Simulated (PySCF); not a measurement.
SMILES CC(=O)c1ccc(O)cc1, C8H8O2

Molfile (atoms numbered from 1):
```
C8H8O2
     RDKit          3D

 18 18  0  0  0  0  0  0  0  0999 V2000
   -3.1836    0.2840   -0.5652 C   0  0  0  0  0  0  0  0  0  0  0  0
   -2.1974    0.2063    0.5752 C   0  0  0  0  0  0  0  0  0  0  0  0
   -2.5727    0.2722    1.7273 O   0  0  0  0  0  0  0  0  0  0  0  0
   -0.7509    0.0463    0.2528 C   0  0  0  0  0  0  0  0  0  0  0  0
    0.1558   -0.0221    1.3186 C   0  0  0  0  0  0  0  0  0  0  0  0
    1.5153   -0.1707    1.0925 C   0  0  0  0  0  0  0  0  0  0  0  0
    2.0007   -0.2552   -0.2202 C   0  0  0  0  0  0  0  0  0  0  0  0
    3.3077   -0.3996   -0.4981 O   0  0  0  0  0  0  0  0  0  0  0  0
    1.1060   -0.1886   -1.2953 C   0  0  0  0  0  0  0  0  0  0  0  0
   -0.2525   -0.0394   -1.0556 C   0  0  0  0  0  0  0  0  0  0  0  0
   -2.9560    1.1346   -1.2262 H   0  0  0  0  0  0  0  0  0  0  0  0
   -4.1919    0.4028   -0.1516 H   0  0  0  0  0  0  0  0  0  0  0  0
   -3.1456   -0.6278   -1.1813 H   0  0  0  0  0  0  0  0  0  0  0  0
   -0.2445    0.0457    2.3324 H   0  0  0  0  0  0  0  0  0  0  0  0
    2.2136   -0.2227    1.9339 H   0  0  0  0  0  0  0  0  0  0  0  0
    3.8105   -0.4315    0.3233 H   0  0  0  0  0  0  0  0  0  0  0  0
    1.5019   -0.2562   -2.3099 H   0  0  0  0  0  0  0  0  0  0  0  0
   -0.9323    0.0103   -1.9086 H   0  0  0  0  0  0  0  0  0  0  0  0
  1  2  1  0
  2  3  2  0
  2  4  1  0
  4  5  1  0
  5  6  2  0
  6  7  1  0
  7  8  1  0
  7  9  2  0
  9 10  1  0
 10  4  2  0
  1 11  1  0
  1 12  1  0
  1 13  1  0
  5 14  1  0
  6 15  1  0
  8 16  1  0
  9 17  1  0
 10 18  1  0
M  END
```

The calculation used TDDFT CAM-B3LYP/aug-cc-pVDZ excited states, vertical, gas phase (PySCF). Geometry: PBE0-D3(BJ)/def2-SVP.

Problem. Give the one- and two-photon strengths of the lowest singlets.

Solution. δ for parallel linear polarisation; σ at the peak of a Lorentzian of half width 0.1 eV, single beam; Ω is circular over linear.
```tsv
state	E (eV)	f	photon λ (nm)	δ (au)	σ (GM)	Ω	main
S1	4.09	0.000	607	0.1	0.00	1.50	HOMO−1→LUMO 0.87
S2	5.01	0.017	495	17.3	0.16	1.02	HOMO→LUMO+3 0.54, HOMO−2→LUMO 0.37
S3	5.07	0.302	489	555	5.23	0.74	HOMO→LUMO 0.88
S4	5.72	0.000	434	1.18	0.01	1.50	HOMO→LUMO+1 0.88
S5	6.12	0.220	405	4.24	0.06	1.13	HOMO−2→LUMO 0.59, HOMO→LUMO+3 0.37
S6	6.27	0.000	396	3.74	0.05	1.50	HOMO→LUMO+2 0.80, HOMO→LUMO+5 0.09
```

Among these, the strongest one-photon state is S3, the strongest two-photon state S3, with a dipole change of 3.5 D (relaxed, norm of the difference vector).
